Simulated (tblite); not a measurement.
Species: C8H10S.
Geometry (GFN2-xTB, Å), atoms numbered from 1 in this order:
```xyz
19
C8H10S angstrom
C      3.7753    1.2282    0.3933
C      2.7391    1.0927   -0.6782
C      1.5887    0.4930   -0.5185
C      0.4728   -0.0857   -0.3354
C     -0.6246   -0.7063   -0.1841
C     -1.7897   -1.2729   -0.0040
C     -2.0782   -2.7240   -0.2207
S     -3.2020   -0.3330    0.5433
C     -2.4819    1.3229    0.6808
H      4.7072    0.7623    0.0711
H      3.4457    0.7586    1.3166
H      3.9805    2.2821    0.5844
H      2.9918    1.5266   -1.6396
H     -2.3886   -3.1851    0.7167
H     -2.8916   -2.8410   -0.9361
H     -1.1940   -3.2347   -0.5946
H     -3.2862    1.9900    0.9745
H     -2.0749    1.6192   -0.2819
H     -1.6994    1.3166    1.4346
```

All values are computed: GFN2-xTB (tblite) harmonic vibrations without scaling, gas phase. Against measured fundamentals such values can be off by several per cent, at times by over 20. One conformer, not necessarily the lowest.

Harmonic wavenumbers (cm⁻¹): 48.1, 59.0, 71.6, 88.8, 122.9, 128.0, 139.4, 157.5, 200.6, 223.2, 284.5, 344.5, 386.4, 416.6, 440.2, 471.0, 556.7, 727.0, 738.4, 779.3, 948.3, 950.1, 968.5, 1014.8, 1022.2, 1061.5, 1090.6, 1128.2, 1264.8, 1318.1, 1392.5, 1393.0, 1441.1, 1446.5, 1462.4, 1468.1, 1474.7, 1478.6, 1543.4, 1964.4, 2159.9, 2986.6, 2999.7, 3001.5, 3004.1, 3014.7, 3027.6, 3029.4, 3040.9, 3047.3, 3057.5.

A = 2764, B = 544.6, C = 471.9 MHz; mass 138.050 u (most abundant isotopes); point group C1, symmetry number 1.

Task: What is the zero-point energy?

Result: ½Σν̃ = 32292 cm⁻¹ = 386.30 kJ/mol.

Task: Give the ideal-gas entropy at 400 K and 1 bar in the rigid-rotor, harmonic-oscillator model (classical rotation).

Result: Translation 176.42, rotation 131.25, vibration 220.19: S = 527.9 J/(mol K).

Task: And Cp and H(400 K) − H(0)?

Result: Cp = 216.58 J/(mol K), of which vibrations give 183.33 (their classical limit is 51 R = 424.0); H(400 K) − H(0) = 55.74 kJ/mol without the zero-point energy, 42.44 from vibrations.

Task: Blend soft modes into free rotors: weight 1/[1 + (100 cm⁻¹/ν̃)⁴] for the oscillator and the rest for a rotor with moment μB/(μ + B), μ = h/(8π²ν), B = 10⁻⁴⁴ kg m². What vibrational entropy results?

Result: 199.62 J/(mol K) in place of 220.19, which changes −T·S at 400 K by +8.23 kJ/mol.

Task: Which modes carry the vibrational entropy at 400 K?

Result: 48.1 cm⁻¹: 22.91; 59.0 cm⁻¹: 21.22; 71.6 cm⁻¹: 19.62; 88.8 cm⁻¹: 17.84; 122.9 cm⁻¹: 15.17; 128.0 cm⁻¹: 14.84 J/(mol K); the other 45 give 108.60 together.

Task: How do the functions run with temperature in this model?

Result: 
```tsv
T (K)	S (J/(mol K))	Cp (J/(mol K))	H − H(0) (kJ/mol)	G − H(0) (kJ/mol)	ln q(vib)
50	259.4	70.0	2.38	-10.59	0.80
100	319.1	103.2	6.77	-25.13	2.77
298.15	469.5	181.5	35.44	-104.55	10.35
373.15	513.1	207.7	50.04	-141.43	12.86
500	579.5	247.1	78.96	-210.81	16.81
750	691.5	305.4	148.50	-370.15	23.84
1000	785.2	345.3	230.14	-555.06	30.09
```

q(vib) and H(0) count from the zero-point level.

Hindered rotation and anharmonicity are outside this model. Other conformers, if any are populated, would add a mixing term that is left out. The structure is chiral; the term R ln 2 for an equal mix with its mirror image is left out.
